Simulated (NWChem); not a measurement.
All runs are NWChem calculations. System: H$_{3}$O$_{3}$Si, charge 0, spin multiplicity 2, at a geometry optimised with UPBE0/def2-SVP. The structure started from a generated list of species. Its SCF solution wasn't tested for a lower state. Level: UBLYP/def2-TZVP.

Output (cleaned and shortened):

```
             Northwest Computational Chemistry Package (NWChem) 7.3.0
             --------------------------------------------------------

                                NWChem Input Module
                                -------------------

 Scaling coordinates for geometry "geometry" by  1.889725989
 (inverse scale =  0.529177249)

                             Geometry "geometry" -> ""
                             -------------------------

 Output coordinates in angstroms (scale by  1.889725989 to convert to a.u.)

  No.       Tag          Charge          X              Y              Z
 ---- ---------------- ---------- -------------- -------------- --------------
    1 O                    8.0000    -0.87185600    -0.89584300    -0.88140500
    2 Si                  14.0000    -0.16411900    -0.03646400     0.35193200
    3 O                    8.0000    -0.20241100     1.56313900    -0.11991400
    4 O                    8.0000     1.36536500    -0.65932400     0.50090400
    5 H                    1.0000    -1.64336100    -0.48729500    -1.28680200
    6 H                    1.0000     0.00203600     2.20681800     0.56580400
    7 H                    1.0000     1.61021700    -1.27280000    -0.20273600

 Effective nuclear repulsion energy (a.u.)     176.2976952427

            Nuclear Dipole moment (a.u.)
            ----------------------------
        X                 Y               Z
 ---------------- ---------------- ----------------
     0.0000188973     0.0000056692    -0.0000113384


 Summary of "ao basis" -> "" (spherical)
 ------------------------------------------------------------------------------
       Tag                 Description            Shells   Functions and Types
 ---------------- ------------------------------  ------  ---------------------
 *                         def2-tzvp                  on all atoms

                                 NWChem DFT Module
                                 -----------------

 Summary of "ao basis" -> "ao basis" (spherical)
 ------------------------------------------------------------------------------
       Tag                 Description            Shells   Functions and Types
 ---------------- ------------------------------  ------  ---------------------
 O                         def2-tzvp                11       31   5s3p2d1f
 Si                        def2-tzvp                13       37   5s5p2d1f
 H                         def2-tzvp                 4        6   3s1p

 Summary of "ao basis" -> "ao basis" (spherical)
 ------------------------------------------------------------------------------
       Tag                 Description            Shells   Functions and Types
 ---------------- ------------------------------  ------  ---------------------
 O                         def2-tzvp                11       31   5s3p2d1f
 Si                        def2-tzvp                13       37   5s5p2d1f
 H                         def2-tzvp                 4        6   3s1p

            General Information
            -------------------
          SCF calculation type: DFT
          Wavefunction type:  spin polarized.
          No. of atoms     :     7
          No. of electrons :    41
           Alpha electrons :    21
            Beta electrons :    20
          Charge           :     0
          Spin multiplicity:     2
          Use of symmetry is: off; symmetry adaption is: off
          Maximum number of iterations: 100
          AO basis - number of functions:   148
                     number of shells:    58
          Convergence on energy requested:  1.00D-06
          Convergence on density requested:  1.00D-05
          Convergence on gradient requested:  5.00D-04

              XC Information
              --------------
                    Becke 1988 Exchange Functional  1.000
              Lee-Yang-Parr Correlation Functional  1.000

             Grid Information
             ----------------
          Grid used for XC integration:  medium
          Radial quadrature: Mura-Knowles
          Angular quadrature: Lebedev.
          Tag              B.-S. Rad. Rad. Pts. Rad. Cut. Ang. Pts.
          ---              ---------- --------- --------- ---------
[...]
    80     -0.172297  3 O  px                14     -0.161860  1 O  pz
    12      0.152874  1 O  px                 7      0.136429  1 O  py

 Vector   20  Occ=1.000000D+00  E=-2.701144D-01
              MO Center=  5.9D-01,  1.9D-03,  1.9D-01, r^2= 2.8D+00
   Bfn.  Coefficient  Atom+Function         Bfn.  Coefficient  Atom+Function
  ----- ------------  ---------------      ----- ------------  ---------------
   106     -0.284740  4 O  py                74      0.268935  3 O  px
   109     -0.227314  4 O  py               107      0.220063  4 O  pz
    77      0.215532  3 O  px               112     -0.190219  4 O  py
   110      0.177728  4 O  pz                80      0.166228  3 O  px
   113      0.133677  4 O  pz                 7      0.124054  1 O  py

 Vector   21  Occ=0.000000D+00  E=-1.137484D-01
              MO Center= -3.7D-01,  1.8D-03,  7.5D-01, r^2= 2.8D+00
   Bfn.  Coefficient  Atom+Function         Bfn.  Coefficient  Atom+Function
  ----- ------------  ---------------      ----- ------------  ---------------
    36      0.775220  2 Si s                 35      0.344809  2 Si s
   104     -0.273597  4 O  s                 73     -0.252213  3 O  s
    34     -0.214375  2 Si s                 51      0.210341  2 Si pz
   145      0.203681  7 H  s                 48      0.199739  2 Si pz
     5     -0.188390  1 O  s                 82     -0.152567  3 O  pz

 Vector   22  Occ=0.000000D+00  E= 6.611173D-03
              MO Center= -4.1D-01,  9.0D-01, -1.3D-01, r^2= 6.6D+00
   Bfn.  Coefficient  Atom+Function         Bfn.  Coefficient  Atom+Function
  ----- ------------  ---------------      ----- ------------  ---------------
   139      1.004954  6 H  s                133      0.834460  5 H  s
    73     -0.750348  3 O  s                  5     -0.447428  1 O  s
   145      0.410004  7 H  s                104     -0.198391  4 O  s
    36     -0.194639  2 Si s                 48     -0.191745  2 Si pz
    51     -0.185065  2 Si pz                14      0.173418  1 O  pz

 Vector   23  Occ=0.000000D+00  E= 1.150795D-02
              MO Center= -8.6D-01,  4.3D-01, -1.8D-01, r^2= 6.5D+00
   Bfn.  Coefficient  Atom+Function         Bfn.  Coefficient  Atom+Function
  ----- ------------  ---------------      ----- ------------  ---------------
     5      0.920426  1 O  s                133     -0.880686  5 H  s
   139      0.720780  6 H  s                 73     -0.512418  3 O  s
    50      0.334728  2 Si py                49      0.294838  2 Si px
    51      0.285763  2 Si pz                82     -0.247424  3 O  pz
    12     -0.185871  1 O  px                81     -0.180527  3 O  py

   alpha - beta orbital overlaps
   -----------------------------

   alpha      1      2      3      4      5      6      7      8      9     10
    beta      1      2      3      4      5      8      6      7      9     10
 overlap   1.000  1.000  1.000  1.000  1.000  0.929  0.993  0.935  0.999  0.999

   alpha     11     12     13     14     15     16     17     18     19     20
    beta     11     12     13     14     15     16     17     18     19     20
 overlap   1.000  0.998  0.997  0.997  0.989  0.991  0.992  0.995  0.997  1.000

   alpha     21     22     23     24     25     26     27     28     29     30
    beta     21     22     23     24     25     26     27     28     29     30
 overlap   0.985  0.963  0.941  0.964  0.964  0.972  0.989  0.984  0.993  0.987

   alpha     31     32     33     34     35     36     37     38     39     40
    beta     31     32     33     34     35     36     37     38     40     39
 overlap   0.989  0.986  0.971  0.959  0.979  0.946  0.952  0.992  0.983  0.987

   alpha     41     42     43     44     45     46     47     48     49     50
    beta     41     42     43     44     45     46     47     48     49     50
 overlap   0.996  0.996  0.998  0.992  0.994  0.998  0.997  0.997  0.997  0.996

   alpha     51     52     53     54     55     56     57     58     59     60
    beta     51     52     53     54     55     56     57     58     59     60
 overlap   0.999  0.992  0.974  0.851  0.824  0.939  0.962  0.967  0.876  0.875

   alpha     61     62     63     64     65     66     67     68     69     70
    beta     61     62     63     64     65     67     66     68     69     70
 overlap   0.996  0.948  0.951  0.991  0.994  0.959  0.965  0.998  0.997  0.998

   alpha     71     72     73     74     75     76     77     78     79     80
    beta     71     72     73     74     75     76     77     78     79     80
 overlap   0.998  0.997  0.995  0.975  0.973  0.999  0.989  0.989  0.998  0.998

   alpha     81     82     83     84     85     86     87     88     89     90
    beta     81     82     83     84     85     86     87     88     89     90
 overlap   0.999  1.000  1.000  1.000  1.000  1.000  1.000  0.999  0.999  1.000

   alpha     91     92     93     94     95     96     97     98     99    100
    beta     91     92     93     94     95     96     97     98     99    100
 overlap   0.983  0.983  0.997  0.995  0.997  0.999  1.000  0.990  0.990  1.000

   alpha    101    102    103    104    105    106    107    108    109    110
    beta    101    102    103    104    105    106    107    108    109    110
 overlap   1.000  1.000  0.999  0.999  1.000  0.998  0.998  0.999  0.999  0.999

   alpha    111    112    113    114    115    116    117    118    119    120
    beta    111    112    113    114    115    116    117    118    119    120
 overlap   0.998  0.998  0.998  1.000  1.000  1.000  1.000  1.000  1.000  0.999

   alpha    121    122    123    124    125    126    127    128    129    130
    beta    121    122    123    124    125    126    127    128    129    130
 overlap   0.998  0.999  0.998  0.987  0.995  0.991  0.986  0.999  0.999  1.000

   alpha    131    132    133    134    135    136    137    138    139    140
    beta    131    132    133    134    135    136    137    138    139    140
 overlap   0.991  0.990  0.999  1.000  1.000  0.999  0.999  0.999  1.000  1.000

   alpha    141    142    143    144    145    146    147    148
    beta    141    142    143    144    145    146    147    148
 overlap   1.000  1.000  0.999  0.999  1.000  1.000  1.000  1.000

     --------------------------
     Expectation value of S2:
     --------------------------
      <S2> =      0.7513 (Exact =     0.7500)

 center of mass
 --------------
 x =   0.00079405 y =  -0.01058495 z =   0.02179388

 moments of inertia (a.u.)
 ------------------
         313.693785755787          28.758458614607         -85.012490709977
          28.758458614607         253.105470393687         -21.946031416777
         -85.012490709977         -21.946031416777         408.553063390919

     Multipole analysis of the density
     ---------------------------------

     L   x y z        total         alpha         beta         nuclear
     -   - - -        -----         -----         ----         -------
     0   0 0 0      0.000000    -21.000000    -20.000000     41.000000

     1   1 0 0     -0.294995      0.242106     -0.537120      0.000019
     1   0 1 0      0.288065      0.166341      0.121718      0.000006
     1   0 0 1     -0.100429     -0.836829      0.736411     -0.000011

     2   2 0 0    -21.126026    -60.232346    -57.287870     96.394190
     2   1 1 0     -0.802269      7.897907      7.887255    -16.587430
     2   1 0 1     -0.128861    -22.180638    -23.636193     45.687970
     2   0 2 0    -20.938685    -76.421588    -73.758584    129.241487
     2   0 1 1      2.588491     -5.987550     -6.169823     14.745863
     2   0 0 2    -22.355340    -35.434032    -30.089594     43.168286

 Task  times  cpu:       17.1s     wall:       17.1s

 Total times  cpu:       17.1s     wall:       17.1s
```

### Question
Write an NWChem input that would produce this output.

### Answer
Several could match; the one computed here: 
```
start mol
memory heap 200 mb stack 900 mb global 1100 mb
geometry units angstroms nocenter noautoz noautosym
  O     -0.871856    -0.895843    -0.881405
  Si    -0.164119    -0.036464     0.351932
  O     -0.202411     1.563139    -0.119914
  O      1.365365    -0.659324     0.500904
  H     -1.643361    -0.487295    -1.286802
  H      0.002036     2.206818     0.565804
  H      1.610217    -1.272800    -0.202736
end
basis spherical
  * library def2-tzvp
end
dft
  xc becke88 lyp
  odft
  mult 2
  semidirect memsize 60000000 filesize 0
  iterations 100
end
task dft energy
```
